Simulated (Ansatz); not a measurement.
Isomers of Pd$_{3}$H$_{4}$⁻ (doublet), relaxed with PBE-D4/def2-TZVPD; total energies from Ansatz at r2SCAN0-D4/def2-TZVPD.

| isomer | description | energy (Eh) |
| --- | --- | --- |
| A | point group Cs; 1 × Pd–Pd 2.55 Å; 6 × H–Pd 1.61 to 1.71 Å | -386.14966 |
| B | point group not assigned; 7 × H–Pd 1.60 to 1.84 Å | -386.15771 |
| C | point group not assigned; 1 × Pd–Pd 2.56 Å; 6 × H–Pd 1.59 to 1.90 Å | -386.16533 |

In the def2 sets Pd takes a core potential; there is no spin–orbit coupling.

The isomers come from a short search, and lower ones may exist.

Task: Work out the relative energies (1 Eh = 2625.5 kJ/mol) and the Boltzmann populations at 298 K from electronic energies alone (R = 8.314 J/mol/K).

Result: ΔE: A 41.1, B 20.0, C 0.0 kJ/mol. RT = 2.48 kJ/mol. Factors exp(−ΔE/RT): A 6.35e-08, B 0.000315, C 1; sum 1.000. Populations: A 0.0 %, B 0.0 %, C 100.0 %. Zero-point energy, vibrational entropy and symmetry numbers are left out and can shift these; an error of 4 kJ/mol changes a ratio by a factor of 5.0. Over the other density-functional and correlated levels in def2 sets, the gap between C and B ranges from -5 to 27 kJ/mol.
